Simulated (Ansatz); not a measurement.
H2Ga(BH4) (GaBH₆), 8 atoms. Hardware: 4 threads of Arm Neoverse V2 on a shared host.

Correlated methods freeze 10 core orbitals; core or outer-core shells of Ga are correlated, in sets that lack core-valence functions.

(1) How many basis functions does each of these Ansatz runs have, and roughly what does it cost? r2SCAN-D4/def2-TZVPD, charge 0 singlet, energy, from earlier orbitals; LDA (SPW92)/def2-TZVP, charge 0 singlet, energy, from earlier orbitals; revPBE-D4/def2-TZVP, charge 0 singlet, energy, from earlier orbitals; PBE0-D4/def2-TZVP, charge 0 triplet at the geometry of the charge 0 singlet, energy; r2SCAN-D4/def2-TZVP, charge 0 singlet, relaxation, 4 steps; r2SCAN-D4/def2-TZVP, charge 0 singlet, energy, from earlier orbitals; PBE0-D4/def2-TZVPD, charge -1 doublet at the geometry of the charge 0 singlet, energy; MP2/def2-TZVP, charge 0 singlet, energy, from earlier orbitals; B97M-V/def2-TZVP, charge 0 singlet, energy, from earlier orbitals; PBE0-D4/def2-SVP, charge 0 singlet, energy, from earlier orbitals; PBE-D4/def2-TZVP, charge 0 triplet at the geometry of the charge 0 singlet, energy, from earlier orbitals; CCSD(T)/def2-TZVPD, charge -1 doublet at the geometry of the charge 0 singlet, energy, from earlier orbitals.

Results:

(1) Other jobs shared the machine, so times can vary by a factor of up to 3. A dash marks memory too small to be measured apart from the calling script's.

| run | functions | fitting or Cholesky vectors | wall time | peak host memory (GiB) |
| --- | --- | --- | --- | --- |
| LDA (SPW92)/def2-TZVP, charge 0 singlet, energy, from earlier orbitals | 115 | 801 | 0.35 s | – |
| MP2/def2-TZVP, charge 0 singlet, energy, from earlier orbitals | 115 | 809 | 0.4 s | – |
| revPBE-D4/def2-TZVP, charge 0 singlet, energy, from earlier orbitals | 115 | 801 | 0.55 s | – |
| PBE0-D4/def2-SVP, charge 0 singlet, energy, from earlier orbitals | 76 | 777 | 0.55 s | – |
| PBE-D4/def2-TZVP, charge 0 triplet at the geometry of the charge 0 singlet, energy, from earlier orbitals | 115 | 801 | 1.2 s | – |
| r2SCAN-D4/def2-TZVP, charge 0 singlet, energy, from earlier orbitals | 115 | 801 | 1.2 s | – |
| PBE0-D4/def2-TZVP, charge 0 triplet at the geometry of the charge 0 singlet, energy | 115 | 846 | 1.4 s | – |
| r2SCAN-D4/def2-TZVPD, charge 0 singlet, energy, from earlier orbitals | 145 | 847 | 1.7 s | – |
| B97M-V/def2-TZVP, charge 0 singlet, energy, from earlier orbitals | 115 | 801 | 2.5 s | – |
| r2SCAN-D4/def2-TZVP, charge 0 singlet, relaxation, 4 steps | 115 | 801 | 3.2 s | – |
| PBE0-D4/def2-TZVPD, charge -1 doublet at the geometry of the charge 0 singlet, energy | 145 | 895 | 3.9 s | – |
| CCSD(T)/def2-TZVPD, charge -1 doublet at the geometry of the charge 0 singlet, energy, from earlier orbitals | 145 | 1030 | 35 s | 2.2 |
